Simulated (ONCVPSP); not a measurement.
Scattering properties, ONCV potential for Cr (Z = 24)

chromium (Cr), optimised norm-conserving Vanderbilt (ONCV), made with ONCVPSP 4.0.1 (PBE, scalar-relativistic). Core [Ne], reference 3s2 3p6 3d5 4s1. Waves: 3s+4s: rc 1.20 bohr, ncon 4, nbas 8, qcut 8.1 1/bohr, 3 projectors, debl 3.2 Ha; 3p: rc 1.30 bohr, ncon 3, nbas 6, qcut 11.6 1/bohr, 1 projector; 3d: rc 2.00 bohr, ncon 3, nbas 8, qcut 7.8 1/bohr, 2 projectors, debl 2.4 Ha. Local part: polynomial inside 0.90 bohr (lpopt 2, dvloc0 0 Ha). Core correction: polynomial model core, fcfact 0.7.

The phase is arctan(r·R′/R) of the radial function R(r), unwrapped; energies in Ha, scanned from -4 to 5 Ha. A pole is an energy at which the radial function vanishes at the test radius. The pseudo phase is shifted by a multiple of π to meet the all-electron one at the reference energy, and phase errors are pseudo minus all-electron; the curves can meet again beyond the range given. Levels narrower than the energy grid can be missing from the lists of poles.

```json
{"channel": "s", "radius (bohr)": "1.22", "reference energy (Ha)": "-0.15", "poles, all-electron": "-1.05", "poles, pseudo": "-1.05", "unbroken range about the reference energy with phases within 0.05 rad": "the whole range", "phase error 1 Ha above the reference energy (rad)": "+0.000"}
{"channel": "p", "radius (bohr)": "1.32", "reference energy (Ha)": "-1.67", "poles, all-electron": "-0.41", "poles, pseudo": "-0.42", "unbroken range about the reference energy with phases within 0.05 rad": "below 2.9", "phase error 1 Ha above the reference energy (rad)": "-0.001"}
{"channel": "d", "radius (bohr)": "2.03", "reference energy (Ha)": "-0.11", "poles, all-electron": "0.19, 4.11", "poles, pseudo": "0.19, 4.16", "unbroken range about the reference energy with phases within 0.05 rad": "the whole range", "phase error 1 Ha above the reference energy (rad)": "+0.003"}
```

Phases in the d channel:

```json
{"E (Ha)": "-3.98", "all-electron": "1.363", "pseudo": "1.363"}
{"E (Ha)": "-3.74", "all-electron": "1.355", "pseudo": "1.355"}
{"E (Ha)": "-3.50", "all-electron": "1.346", "pseudo": "1.346"}
{"E (Ha)": "-3.26", "all-electron": "1.336", "pseudo": "1.336"}
{"E (Ha)": "-3.02", "all-electron": "1.325", "pseudo": "1.325"}
{"E (Ha)": "-2.78", "all-electron": "1.312", "pseudo": "1.312"}
{"E (Ha)": "-2.54", "all-electron": "1.297", "pseudo": "1.298"}
{"E (Ha)": "-2.30", "all-electron": "1.280", "pseudo": "1.280"}
{"E (Ha)": "-2.06", "all-electron": "1.258", "pseudo": "1.258"}
{"E (Ha)": "-1.82", "all-electron": "1.232", "pseudo": "1.232"}
{"E (Ha)": "-1.58", "all-electron": "1.197", "pseudo": "1.197"}
{"E (Ha)": "-1.34", "all-electron": "1.149", "pseudo": "1.150"}
{"E (Ha)": "-1.10", "all-electron": "1.079", "pseudo": "1.080"}
{"E (Ha)": "-0.86", "all-electron": "0.961", "pseudo": "0.962"}
{"E (Ha)": "-0.62", "all-electron": "0.715", "pseudo": "0.716"}
{"E (Ha)": "-0.38", "all-electron": "0.025", "pseudo": "0.026"}
{"E (Ha)": "-0.14", "all-electron": "-1.033", "pseudo": "-1.033"}
{"E (Ha)": "0.10", "all-electron": "-1.481", "pseudo": "-1.481"}
{"E (Ha)": "0.34", "all-electron": "-1.690", "pseudo": "-1.689"}
{"E (Ha)": "0.58", "all-electron": "-1.845", "pseudo": "-1.844"}
{"E (Ha)": "0.82", "all-electron": "-2.014", "pseudo": "-2.011"}
{"E (Ha)": "1.06", "all-electron": "-2.258", "pseudo": "-2.254"}
{"E (Ha)": "1.30", "all-electron": "-2.684", "pseudo": "-2.679"}
{"E (Ha)": "1.54", "all-electron": "-3.332", "pseudo": "-3.328"}
{"E (Ha)": "1.78", "all-electron": "-3.872", "pseudo": "-3.871"}
{"E (Ha)": "2.02", "all-electron": "-4.171", "pseudo": "-4.171"}
{"E (Ha)": "2.26", "all-electron": "-4.337", "pseudo": "-4.337"}
{"E (Ha)": "2.50", "all-electron": "-4.440", "pseudo": "-4.440"}
{"E (Ha)": "2.74", "all-electron": "-4.511", "pseudo": "-4.511"}
{"E (Ha)": "2.98", "all-electron": "-4.564", "pseudo": "-4.563"}
{"E (Ha)": "3.22", "all-electron": "-4.605", "pseudo": "-4.604"}
{"E (Ha)": "3.46", "all-electron": "-4.639", "pseudo": "-4.637"}
{"E (Ha)": "3.70", "all-electron": "-4.668", "pseudo": "-4.665"}
{"E (Ha)": "3.94", "all-electron": "-4.695", "pseudo": "-4.691"}
{"E (Ha)": "4.18", "all-electron": "-4.720", "pseudo": "-4.714"}
{"E (Ha)": "4.42", "all-electron": "-4.744", "pseudo": "-4.736"}
{"E (Ha)": "4.66", "all-electron": "-4.769", "pseudo": "-4.758"}
{"E (Ha)": "4.90", "all-electron": "-4.796", "pseudo": "-4.780"}
```
